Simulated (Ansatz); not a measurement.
C₄H₁₁NSi, SMILES [SiH3]/C=C(\CN)C.

Geometry: B3LYP-D3(BJ)/def2-SVP. The structure was generated by enumeration; whether it is a known compound was not checked. One conformer was computed; it need not be the lowest.

Two levels are set side by side: PBE/def2-SVPD (Ansatz, a quantum-chemistry and plane-wave program) and PBE0/def2-SVPD (Ansatz). Energy differences of separate SCF runs at the same geometry; the states with an electron removed or added have multiplicity 2 and 2. Differences are taken from unrounded values.

| quantity | PBE0 |
|---|---|
| vertical ionisation energy (eV) | 8.78 |
| vertical singlet–triplet gap (eV) | 3.89 |

Question: What does PBE give, and how far is it from PBE0? (An estimate is asked for; the answer gives what the named calculation found.)

Answer: 
```
quantity                            PBE  PBE minus PBE0
---------------------------------  ----  --------------
vertical ionisation energy (eV)    8.44           -0.34
vertical singlet–triplet gap (eV)  3.97            0.08
```
